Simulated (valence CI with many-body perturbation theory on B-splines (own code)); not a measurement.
Nb²⁸⁺: key properties

Level of theory: valence CI with perturbative core correlation (CI+MBPT): three valence electrons over a frozen Dirac-Fock core [Ne], a basis of 11 s, 11 p, 10 d, 8 f, 5 g, 2 h functions for each j, with the one-electron correlation potential Σ1, the two-electron term Σ2, the three-electron term Σ3, Breit, model QED; selected CI, second order for the rest, scaled by the run's own slope (own B-spline code, finite nucleus).

No measured spectrum was set against this ion. As an estimate, large intervals hold to a few tenths of a per cent, small ones and those within an open d or f shell to about a per cent.

Names give the largest LS component (configuration and term), which can be under half, so a name can repeat, a term be missing and a line seem to break the LS rules; names also repeat where a configuration has a term twice.

Rates and lifetimes use the calculated energies. Strong lines usually hold to 10 to 20 %, long lifetimes can be off by a factor of two.

(1) What is the ground level?

(2) Among levels below 5943.0 × 10³ cm⁻¹, which E1 lines absorb most strongly from the ground level?

(3) Where does the other parity begin?

(4) What is the ionisation energy?

(5) Name the longest-lived excited levels whose lifetime is computed, and their main decay.

## Answers

(1) 3s2.3p 2P°_1/2, composition 98 % 3s2.3p 2P°, g = 0.661.

(2) to 3s.3p2 2P_3/2 at 9.767 nm, f = 0.254; to 3s.3p2 2P_1/2 at 11.79 nm, f = 0.209; to 3s2.3d 2D_3/2 at 9.167 nm, f = 0.124.

(3) At 3s.3p2 4P_1/2, 517.90 × 10³ cm⁻¹.

(4) 1501.5 eV; NIST lists 1488 ± 7 eV (semi-empirical).

(5) 3s.3p.3d 4F°_9/2 at 1642.5 × 10³ cm⁻¹ lives 32.3 μs, mostly by M1 to 3s.3p.3d 4F°_7/2; 3s2.3p 2P°_3/2 at 181.97 × 10³ cm⁻¹ lives 18.4 μs, mostly by M1 to 3s2.3p 2P°_1/2; 3s.3p2 4P_3/2 at 629.77 × 10³ cm⁻¹ lives 4.16 ns, mostly by E1 to 3s2.3p 2P°_3/2.
